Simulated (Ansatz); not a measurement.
C2H4O2, triplet, at a GFN2-xTB geometry (a higher spin typed on purpose: for a closed-shell molecule this is an excited state); Ansatz (a program for electronic structure) with MP2/6-311G**.

Here is a job for Ansatz.
Ansatz 0.2 input:
```yaml
crystal:
  periodic: [false, false, false]
  atoms:
    - {symbol: C, position_ang: [-1.40700873, -0.23498905, 0.35586216]}
    - {symbol: O, position_ang: [-0.14375956, -0.85451969, 0.15496303]}
    - {symbol: C, position_ang: [0.92851875, -0.02131124, -0.00585032]}
    - {symbol: O, position_ang: [0.98660082, 1.05325548, -0.69954549]}
    - {symbol: H, position_ang: [-1.56732136, 0.53918173, -0.39984350]}
    - {symbol: H, position_ang: [-2.14579180, -1.03046271, 0.27000442]}
    - {symbol: H, position_ang: [-1.47572555, 0.21583575, 1.35183367]}
    - {symbol: H, position_ang: [1.31704847, 0.22336064, 1.03459411]}
basis:
  gaussian:
    orbitals: 6-311G__.json
magnetization: {spin_polarized: true, initial_magnetization: 2}
correlation: {method: mp2}
```
The basis file holds 6-311G** in the JSON format of the Basis Set Exchange.

The log (banner, timings and long lists left out):

```
Functional definition: HF
776 factors; integrals over basis functions are off by at most 1.1e-3 eV
mean field evaluation 1: about -6191.4033 eV, gradient 2.4e1 eV
mean field evaluation 2: about -6191.4099 eV, gradient 2.4e1 eV
mean field evaluation 4: about -6195.0167 eV, gradient 4.8e0 eV
mean field evaluation 8: about -6196.4819 eV, gradient 1.1e0 eV
mean field evaluation 16: about -6196.5411 eV, gradient 1.6e-4 eV
mean field evaluation 32: about -6195.8145 eV, gradient 3.2e0 eV
mean field -6196.54108516 eV, -227.7186847133 hartree, gradient 2.1e-6 eV, S^2 2.013459; 4 other end points of the search recorded, 0 dependent functions left out
4 core orbitals not correlated
reference -6196.54108516 eV, -227.7186847133 hartree; 13, 11 occupied and 79, 81 virtual orbitals, 776 factors
second order -16.85844347 eV of doubles, -0.00000000 eV of singles
Total energy: -6213.39952864 eV, -228.3382210839 hartree
```
